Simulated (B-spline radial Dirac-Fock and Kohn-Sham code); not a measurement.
K-line shifts caused by a second vacancy in Ga¹¹⁺

System: Ga¹¹⁺, [Ar] 3d2.

Method: Dirac-Fock (average of configuration) total-energy differences with a finite nucleus, the Breit interaction including its frequency dependence, and self-energy and vacuum-polarisation corrections. Computed with a radial atomic solver. Each two-hole energy is an average over J within one jj subconfiguration, not an observable level; in light atoms, where LS coupling holds, the j-resolved values are not observed lines, and for a K spectator the Kα1 hypersatellite is nearly forbidden. No correlation.

Lines without a spectator: Kα2 (K-L2) 9219.9 eV, Kα1 (K-L3) 9247.1 eV, Kβ3 (K-M2) 10313.3 eV, Kβ1 (K-M3) 10318.0 eV. Shifts in eV with one spectator hole (a dash: not computed, or left out as unreliable):

| spectator hole | Kα2 | Kα1 | Kβ3 | Kβ1 |
| --- | --- | --- | --- | --- |
| K (1s) | +331.4 | +335.1 | +421.8 | +422.6 |
| L2 (2p1/2) | +33.0 | +40.5 | – | +95.4 |
| L3 (2p3/2) | +36.7 | +35.5 | +91.3 | – |
| M2 (3p1/2) | – | +4.66 | +13.83 | +16.16 |
| M3 (3p3/2) | +4.18 | – | +15.37 | +14.83 |

With n spectator holes in 2p, averaged over the 2p shell (energies in eV):

```
n    KαLⁿ   step  hypersatellite KαʰLⁿ
0  9238.0      –                9571.9
1  9275.0  +37.0                9610.2
2  9313.3  +38.4                9650.0
3  9353.0  +39.7                9691.0
4  9394.1  +41.1                9733.5
5  9436.5  +42.4                9777.2
```
